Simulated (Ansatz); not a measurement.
Basis-set extrapolation for `CCCO[SiH3]` (PBE0-D4/def2-TZVP geometry, frozen core, the Gaussian-basis code of Ansatz). Multiplicity 1, RHF reference.

```tsv
	def2-TZVPP	def2-QZVPP
HF	-483.345595	-483.364509
MP2 correlation	-0.890875	-0.952407
CCSD(T) correlation	-0.982785	not run
```

Energies in hartree. Use E(X) = E(∞) + A·exp(−7.88·√X) for Hartree–Fock and E(X) = E(∞) + B·X^(−2.97) for correlation, with X = 3 and 4, and add CCSD(T) minus MP2 of the smaller set to the MP2 limit.

Question: What is the CCSD(T) energy at the basis-set limit?

Answer: HF limit: -483.364509 + (-0.018914) × 0.13774 = -483.36711. MP2 limit: -0.952407 + (-0.061532) × 0.74074 = -0.99799. Higher-order term: -0.982785 − (-0.890875) = -0.09191. Total: -484.45701 hartree, 337.7 kJ/mol below CCSD(T)/def2-TZVPP.
